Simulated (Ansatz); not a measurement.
Start from `FC(I)CI` and change one atom or group to get `FC(I)O[SiH3]`.

Ansatz, PBE0-D4/def2-TZVP geometries, multiplicity 1. Each molecule was computed in one conformer, which needn't be the lowest.

Elements past krypton have def2 core potentials.  Spin–orbit coupling is left out; it splits and shifts lone-pair levels of the heavy atoms by tenths of an eV.

```csv
property,`FC(I)CI`
size of the dipole moment (PBE/def2-TZVPP) / D,1.15
HOMO–LUMO gap (ωB97M-V/def2-TZVPP) / eV,9.99
LUMO energy (PBE/def2-TZVPP) / eV,-2.64
LUMO energy (ωB97M-V/def2-TZVPP) / eV,0.18
HOMO energy (ωB97M-V/def2-TZVPP) / eV,-9.81
size of the dipole moment (ωB97M-V/def2-TZVPP) / D,1.30
```

(1) What does the change do to each property? (An estimate is asked.)

Answers

(1) Computed: 
| property | `FC(I)O[SiH3]` | shift |
| --- | --- | --- |
| size of the dipole moment (PBE/def2-TZVPP) / D | 1.53 | 0.38 |
| HOMO–LUMO gap (ωB97M-V/def2-TZVPP) / eV | 10.49 | 0.50 |
| LUMO energy (PBE/def2-TZVPP) / eV | -2.11 | 0.53 |
| LUMO energy (ωB97M-V/def2-TZVPP) / eV | 0.74 | 0.56 |
| HOMO energy (ωB97M-V/def2-TZVPP) / eV | -9.75 | 0.06 |
| size of the dipole moment (ωB97M-V/def2-TZVPP) / D | 1.39 | 0.09 |

With PBE0 the HOMO rises by 0.09 eV and the LUMO rises by 0.55 eV, so the gap widens by about 0.46 eV. PBE moves the HOMO by 0.12 eV and ωB97M-V by 0.06 eV. The zero-point energy changes by 4.9 kJ/mol with +3 modes. Dipoles are sizes alone; their direction can turn.
